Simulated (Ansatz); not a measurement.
Au4Cl3. The state is a doublet with charge 0. Geometry r2SCAN-D4/def2-SVP, basis def2-TZVP, Ansatz.

Cartesian coordinates in Å:
```
Au -1.015 0.646 1.222
Au 0.746 -1.211 -0.969
Au -1.551 -1.845 1.564
Au 0.721 1.950 -0.634
Cl 1.873 0.539 -2.120
Cl -0.573 3.068 0.981
Cl -0.200 -3.147 -0.045
```

```
run  HOMO (eV)  LUMO (eV)
  A      -7.40      -4.71
  B      -7.14      -4.79
  C      -6.51      -5.53
  D      -6.01      -5.54
  E      -6.94      -5.06
  F      -6.20      -5.64
```

In the def2 sets Au takes a core potential; there is no spin–orbit coupling. B3LYP takes the VWN-RPA correlation. The structure comes from a short search, and lower isomers may exist.

HOMO and LUMO are taken over both spins.

Task: The runs used B3LYP, BLYP, PBE, PBE0, r2SCAN, r2SCAN0. Estimate which is which.

Result: A r2SCAN0 (25 % exact exchange); B PBE0 (25 % exact exchange); C r2SCAN (0 % exact exchange); D BLYP (0 % exact exchange); E B3LYP (20 % exact exchange); F PBE (0 % exact exchange). Exact exchange lowers occupied and raises empty levels; among semilocal functionals meta-GGAs tend to open the gap a little, and such runs are hard to tell apart. The gap grows from 0.48 eV (BLYP) to 2.69 eV (r2SCAN0).
